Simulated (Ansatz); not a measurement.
BH₅OSSi (`[SiH3]OBS`), relaxed with RKS PBE0-D4/def2-TZVP in Ansatz from a PBE-D4/def2-SVP geometry. The force threshold is 0.005 eV/Å; the program also tests the step.

Total charge 0; spin multiplicity 1.

Start:

```xyz
9

Si    0.878    1.058   -0.345
O     0.235   -0.457   -0.706
B    -0.652   -1.384   -0.253
S    -1.651   -1.260    1.261
H     0.480    2.001   -1.440
H     0.366    1.571    0.976
H     2.369    0.917   -0.285
H    -0.819   -2.404   -0.896
H    -1.206   -0.043    1.688
```

```tsv
step	energy (eV)	largest force (eV/Å)	largest move (Å)
1	-21512.0325	0.664	0.000
2	-21512.0724	0.527	0.030
3	-21512.0815	0.077	0.018
4	-21512.0816	0.032	0.003
5	-21512.0816	0.013	0.003
6	-21512.0817	0.010	0.009
7	-21512.0817	0.005	0.006
8	-21512.0817	0.001	0.005
```

End:

```xyz
9

Si    0.863    1.035   -0.343
O     0.236   -0.443   -0.706
B    -0.638   -1.365   -0.255
S    -1.628   -1.233    1.251
H     0.470    1.978   -1.415
H     0.356    1.530    0.965
H     2.337    0.901   -0.282
H    -0.800   -2.372   -0.881
H    -1.195   -0.030    1.667
```

It took 34 s on 2 threads of a server CPU on a shared host, with 0.4 GiB of host memory at the peak.
